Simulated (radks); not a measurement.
Values are calculated unless marked as measured or tabulated.
Question: The mean radii <r> (bohr) of the occupied orbitals of an atom or ion are listed with their occupations. Level of theory: Dirac Kohn-Sham, LDA (Slater exchange, VWN5 correlation), spin-unpolarised, spherical densities, finite nucleus; Fermi nuclear charge, rms radius of each element as measured or else 0.836 A^(1/3) + 0.57 fm (a radial shooting solver on a logarithmic mesh with Libxc functionals).

orbital  occ.      <r>
1s1/2       2  0.09121
2s1/2       2   0.4454
2p1/2       2   0.4054
2p3/2       4   0.4077
3s1/2       2    1.442
3p1/2       1    1.596
3p3/2       2    1.602

Name the element and its charge. Open shells, if any, are shared by 2j + 1.

Answer: Z = 17, chlorine, charge +2: Cl2+ in [Ne] 3s2 3p3. The 1s radius gives Z: for a bare nucleus <r> = (2 gamma + 1)/(2Z) with gamma = sqrt(1 - (Z/c)^2), 0.08778 bohr for Z = 17, and screening makes it slightly larger (0.09121 here). The occupations add up to 15, and the charge is Z minus that.
